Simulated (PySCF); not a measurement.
GaH, SMILES [GaH] (connectivity only; charge and spin as stated), neutral, multiplicity 1. Geometry: PBE0-D3(BJ)/def2-TZVPD.

TDA-PBE0/def2-TZVPD (PySCF) puts the lowest singlet excitations at 3.04, 3.04, 5.50, 6.92, 6.95, 6.95 eV.

Task: What are the lowest excitation roots from ADC(2)/aug-cc-pVDZ run with PySCF 2.14.0? (Estimate from the structure and the level; the computed values follow.)

Result: 3.07, 3.07, 5.52, 6.23, 6.41, 6.41 eV. S1 differs by 0.04 eV (second minus first; roots are paired by order, and the bases may differ).
